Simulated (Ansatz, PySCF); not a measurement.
Species: chlorosilane, sum formula SiH₃Cl (charge 0, singlet). 
Geometry from a B3LYP-D3(BJ)/def2-TZVP (Ansatz, a first-principles code) optimisation:
```xyz
5

Si    -0.9899    -0.0500    -0.0380
Cl     1.0723     0.0541     0.0412
H     -1.3688    -1.0690    -1.0360
H     -1.5103     1.2742    -0.4302
H     -1.4910    -0.4257     1.2983
```

Total electronic energies in hartree. Cores are frozen in the correlated levels unless marked. No spin-orbit coupling. Non-relativistic unless marked X2C. CBS(X,Y): correlation extrapolated as X^-3; Hartree-Fock from the larger set. [CCSD(T)-MP2]/basis is that difference in the basis named.

```tsv
level	program	energy (Eh)
HF/6-31G	Ansatz	-750.10156
HF/def2-SVPD	Ansatz	-749.99334
HF/cc-pwCVTZ	Ansatz	-750.26316
HF/cc-pV(Q+d)Z	Ansatz	-750.26984
RI-HF/def2-TZVPPD	Ansatz	-750.24893
BLYP/def2-TZVPD	Ansatz	-751.54457
TPSS-D4/def2-TZVPD	PySCF + dftd4	-751.61247
r2SCANh/def2-TZVPD	Ansatz	-751.49465
wB97X-V/def2-TZVPD	Ansatz	-751.44342
CCSD/CBS(def2-TZVPP,def2-QZVPP)	Ansatz	-750.6750
CCSD(T)/def2-SVPD	Ansatz	-750.29025
X2C-CCSD(T)/cc-pVTZ-DK	Ansatz	-752.63749
RI-MP2/CBS(aug-cc-pV(T+d)Z,aug-cc-pV(Q+d)Z)+[CCSD(T)-MP2]/aug-cc-pV(D+d)Z	Ansatz	-750.6858
RI-MP2/CBS(def2-TZVPP,def2-QZVPP)+[CCSD(T)-MP2]/def2-QZVPP	Ansatz	-750.6921
CCSD(T)/CBS(def2-TZVPPD,def2-QZVPPD)	Ansatz	-750.6908
```

Totals of different functionals don't rank their quality; only differences between species are comparable.
